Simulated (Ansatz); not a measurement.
A structure relaxed at PBE0-D4/def2-TZVP, charge 0, multiplicity 1:

```xyz
11

O    -2.0732    0.3321   -0.4175
Si   -0.8391    0.6827    0.5939
O    -0.7254   -0.3512    1.8481
O     0.4844    0.6226   -0.3632
Si    1.6050   -0.3245   -1.0066
F     1.4003   -1.8052   -0.4703
F     3.0344    0.1432   -0.5260
H    -2.9555    0.2822   -0.0474
H    -0.9486    2.0226    1.1876
H    -0.5515   -1.2780    1.6714
H     1.5691   -0.3266   -2.4701
```

Give its formula and SMILES.

F2H4O3Si2, `O[SiH](O)O[SiH](F)F`.

Summarise the bond lengths by kind.

4 × O–Si 1.602 to 1.634 Å; 2 × H–O 0.958 to 0.959 Å; 2 × H–Si 1.464 to 1.470 Å; 2 × F–Si 1.579 to 1.588 Å.

Computed with Ansatz.
